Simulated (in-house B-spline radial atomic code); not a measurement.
Multiplet parameters of the 3d5 shell in the nickel ion Ni⁵⁺ ([Ar] 3d5). Level of theory: non-relativistic Hartree-Fock, average of configuration, point nucleus; calculated with a radial B-spline atomic code at the basis-set limit.

Slater integrals: F^2 = 122647 cm⁻¹, F^4 = 77366 cm⁻¹. Central-field spin-orbit parameter ζ(3d) = 1017 cm⁻¹ (bare central field on non-relativistic orbitals, without two-electron terms: too large for light atoms, too small for heavy ones).

Task: What are Racah's B and C?

Result: B = F^2/49 - 5F^4/441 = 1626 cm⁻¹, C = 35F^4/441 = 6140 cm⁻¹, C/B = 3.78.

Task: Where do the terms lie in LS coupling, without spin-orbit interaction?

Result: In cm⁻¹ above the Hund's-rule term (some of the terms):
| term | expression | energy |
| --- | --- | --- |
| 6S | 0B + 0C | 0 |
| 4G | 10B + 5C | 46959 |
| 4P | 7B + 7C | 54362 |
| 4D | 17B + 5C | 58340 |
| 4F | 22B + 7C | 78749 |

Task: How far can these numbers be trusted?

Result: Unscaled Hartree-Fock integrals overestimate measured term splittings, because correlation screens the repulsion; fits to spectra scale them down, most for low charges. Here ζ is 0.63 times B, so LS coupling is a fair start, though levels of equal J in close terms still mix.
